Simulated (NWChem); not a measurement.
System: SiSbH$_{3}$Cl$_{2}$; SMILES [SiH3][Sb]([Cl])[Cl]

NWChem printed, in part:

```
             Northwest Computational Chemistry Package (NWChem) 7.3.0
             --------------------------------------------------------

 C1  symmetry detected

                             Geometry "geometry" -> ""
                             -------------------------

 Output coordinates in angstroms (scale by  1.889725989 to convert to a.u.)

  No.       Tag          Charge          X              Y              Z
 ---- ---------------- ---------- -------------- -------------- --------------
    1 Sb                  51.0000     0.19292165     0.00111139     0.64651454
    2 Cl                  17.0000     0.83214164     1.83315767    -0.74338042
    3 Cl                  17.0000     0.84502163    -1.82711942    -0.74264709
    4 Si                  14.0000    -2.17954288    -0.00900571    -0.41958753
    5 H                    1.0000    -2.90839742    -1.23309739     0.03063179
    6 H                    1.0000    -2.00759459    -0.00683357    -1.89877232
    7 H                    1.0000    -2.92118705     1.20667974     0.03259200

 Effective nuclear repulsion energy (a.u.)     695.3465141009

                                 NWChem DFT Module
                                 -----------------

 Summary of "ao basis" -> "ao basis" (spherical)
 ------------------------------------------------------------------------------
       Tag                 Description            Shells   Functions and Types
 ---------------- ------------------------------  ------  ---------------------
 Sb                         def2-svp                10       26   4s4p2d
 Cl                         def2-svp                 8       18   4s3p1d
 Si                         def2-svp                 8       18   4s3p1d
 H                          def2-svp                 3        5   2s1p

            General Information
            -------------------
          SCF calculation type: DFT
          Wavefunction type:  closed shell.
          No. of atoms     :     7
          No. of electrons :    74
           Alpha electrons :    37
            Beta electrons :    37
          Charge           :     0
          Spin multiplicity:     1
          Use of symmetry is: off; symmetry adaption is: off
          Maximum number of iterations: 150
          AO basis - number of functions:    95
                     number of shells:    43
          Convergence on energy requested:  1.00D-06
          Convergence on density requested:  1.00D-05
          Convergence on gradient requested:  5.00D-04

              XC Information
              --------------
                         MN15 Method XC Functional
                     Hartree-Fock (Exact) Exchange  0.440
                          MN15 Exchange Functional  1.000
                        MN15 Correlation Potential  1.000

             Grid Information
             ----------------
          Grid used for XC integration:  xcoarse
          Radial quadrature: Mura-Knowles
          Angular quadrature: Lebedev.
          Tag              B.-S. Rad. Rad. Pts. Rad. Cut. Ang. Pts.
          ---              ---------- --------- --------- ---------
          Sb                  1.45       84           9.0       194
          Cl                  1.00       42          11.0       194
          Si                  1.10       42           9.0       194
          H                   0.35       21          11.0       194
          Grid pruning is: on
          Number of quadrature shells:   273
          Spatial weights used:  Erf1

      Superposition of Atomic Density Guess
      -------------------------------------

 Sum of atomic energies:       -1486.49573412

      Non-variational initial energy
      ------------------------------

 Total energy =   -1448.619186
 1-e energy   =   -2872.988904
 2-e energy   =    1032.971078
 HOMO         =      -0.239145
 LUMO         =      -0.015767

     ---------------------------------------------
      Total Density - Mulliken Population Analysis
     ---------------------------------------------

    Atom       Charge   Shell Charges
 -----------   ------   -------------------------------------------------------
    1 Sb  23    21.93   2.11 -0.08  1.21  0.58  2.98  3.03  1.11  0.87  9.81  0.32
    2 Cl  17    17.53   2.00  1.99  1.23  0.74  5.94  2.16  3.46  0.01
    3 Cl  17    17.53   2.00  1.99  1.23  0.74  5.94  2.16  3.46  0.01
    4 Si  14    13.84   2.00  1.99  1.03  0.32  5.94  1.14  1.33  0.09
    5 H    1     1.06   0.69  0.36  0.01
    6 H    1     1.05   0.69  0.36  0.01
    7 H    1     1.06   0.69  0.36  0.01

   convergence    iter        energy       DeltaE   RMS-Dens  Diis-err
 ---------------- ----- ----------------- --------- --------- ---------
 d= 0,ls=0.0,diis     1  -1450.5735722958 -1.84D+03  1.59D-02  1.11D+00
 d= 0,ls=0.0,diis     2  -1450.6074424663 -3.39D-02  9.13D-03  3.48D-01
 d= 0,ls=0.0,diis     3  -1450.6491866599 -4.17D-02  3.45D-03  1.19D-01
 d= 0,ls=0.0,diis     4  -1450.6666899849 -1.75D-02  2.59D-04  7.40D-04
 d= 0,ls=0.0,diis     5  -1450.6667796512 -8.97D-05  9.81D-05  6.22D-05
  Resetting Diis
 d= 0,ls=0.0,diis     6  -1450.6667893023 -9.65D-06  1.86D-05  2.13D-06
 d= 0,ls=0.0,diis     7  -1450.6667897064 -4.04D-07  5.88D-06  9.45D-08

         Total DFT energy =    -1450.666789706401
      One electron energy =    -2874.061530498844
           Coulomb energy =     1128.940696886438
    Exchange-Corr. energy =      -96.944596188175
 Nuclear repulsion energy =      391.398640094179

 Numeric. integr. density =       73.999202654647

                       DFT Final Molecular Orbital Analysis
                       ------------------------------------

 Vector   35  Occ=2.000000D+00  E=-3.469536D-01
              MO Center=  8.1D-01,  1.5D-02, -7.0D-01, r^2= 4.5D+00
   Bfn.  Coefficient  Atom+Function         Bfn.  Coefficient  Atom+Function
  ----- ------------  ---------------      ----- ------------  ---------------
    38      0.376963  2 Cl py                56      0.378336  3 Cl py
    35      0.290963  2 Cl py                53      0.291957  3 Cl py
    39      0.217983  2 Cl pz                57     -0.213470  3 Cl pz
    36      0.173280  2 Cl pz                54     -0.169920  3 Cl pz
    32      0.166405  2 Cl py                50      0.166983  3 Cl py

 Vector   36  Occ=2.000000D+00  E=-3.466459D-01
              MO Center=  5.4D-01, -1.1D-02, -4.5D-01, r^2= 4.9D+00
   Bfn.  Coefficient  Atom+Function         Bfn.  Coefficient  Atom+Function
  ----- ------------  ---------------      ----- ------------  ---------------
    57      0.317688  3 Cl pz                39      0.314425  2 Cl pz
    55     -0.283621  3 Cl px                37     -0.281290  2 Cl px
    54      0.237046  3 Cl pz                36      0.234457  2 Cl pz
    52     -0.213206  3 Cl px                34     -0.211422  2 Cl px
     3     -0.209937  1 Sb s                  4     -0.199554  1 Sb s

 Vector   37  Occ=2.000000D+00  E=-2.868693D-01
              MO Center= -1.5D-01, -5.7D-04,  8.1D-02, r^2= 4.8D+00
   Bfn.  Coefficient  Atom+Function         Bfn.  Coefficient  Atom+Function
  ----- ------------  ---------------      ----- ------------  ---------------
    11      0.308191  1 Sb px                13      0.273771  1 Sb pz
     3      0.246884  1 Sb s                 70     -0.232005  4 Si px
    37     -0.213709  2 Cl px                55     -0.213691  3 Cl px
    39     -0.201473  2 Cl pz                57     -0.201362  3 Cl pz
    16      0.191061  1 Sb pz                73     -0.172104  4 Si px

 Vector   38  Occ=0.000000D+00  E=-5.423423D-02
              MO Center=  1.6D-01,  2.6D-04,  2.7D-01, r^2= 4.3D+00
   Bfn.  Coefficient  Atom+Function         Bfn.  Coefficient  Atom+Function
  ----- ------------  ---------------      ----- ------------  ---------------
    14      0.504071  1 Sb px                 3      0.425165  1 Sb s
    16     -0.409672  1 Sb pz                13     -0.365373  1 Sb pz
    38      0.340829  2 Cl py                56     -0.341322  3 Cl py
    11      0.301369  1 Sb px                87     -0.259483  6 H  s
    73      0.212664  4 Si px                30     -0.194025  2 Cl s

 Vector   39  Occ=0.000000D+00  E=-4.954431D-02
              MO Center=  6.3D-02,  1.1D-03,  5.4D-01, r^2= 4.1D+00
   Bfn.  Coefficient  Atom+Function         Bfn.  Coefficient  Atom+Function
  ----- ------------  ---------------      ----- ------------  ---------------
    15      0.747980  1 Sb py                12      0.493738  1 Sb py
    39     -0.284769  2 Cl pz                57      0.284309  3 Cl pz
    30     -0.259099  2 Cl s                 48      0.258438  3 Cl s
     9     -0.183219  1 Sb py                38      0.173444  2 Cl py
    56      0.171422  3 Cl py                36     -0.149780  2 Cl pz

[...]

                         DFT ENERGY GRADIENTS

    atom               coordinates                        gradient
                 x          y          z           x          y          z
   1 Sb      0.364569   0.002100   1.221735    0.000826   0.000007   0.002163
   2 Cl      1.572520   3.464166  -1.404785    0.001456   0.002292  -0.000758
   3 Cl      1.596859  -3.452755  -1.403399    0.001487  -0.002284  -0.000762
   4 Si     -4.118739  -0.017018  -0.792905    0.000855  -0.000125   0.000982
   5 H      -5.496074  -2.330216   0.057886   -0.002258  -0.003702   0.001535
   6 H      -3.793804  -0.012914  -3.588159   -0.000122   0.000027  -0.004755
   7 H      -5.520243   2.280294   0.061590   -0.002244   0.003784   0.001596
```

Level: MN15/def2-SVP with def2 effective core potentials on Sb. Geometry: optimised at PBE0/def2-SVP. def2 effective core potentials on Sb; no spin-orbit coupling.

Reconstruct the input file.

This is not unique; one that fits is the input that was run:
```
start job
memory heap 200 mb stack 900 mb global 1100 mb
geometry units angstroms noautoz
  Sb     0.085113     0.135454     0.644881
  Cl    -1.313706     1.551068    -0.672748
  Cl     2.010663     0.021833    -0.761099
  Si    -0.911547    -1.967800    -0.516263
  H     -0.106615    -3.164507    -0.126002
  H     -0.848623    -1.741592    -1.986783
  H     -2.324251    -2.149111    -0.064835
end
basis spherical
  * library def2-svp
end
ecp
  Sb library def2-ecp
end
dft
  xc mn15
  grid xcoarse
  iterations 150
  mulliken
end
task dft gradient
```
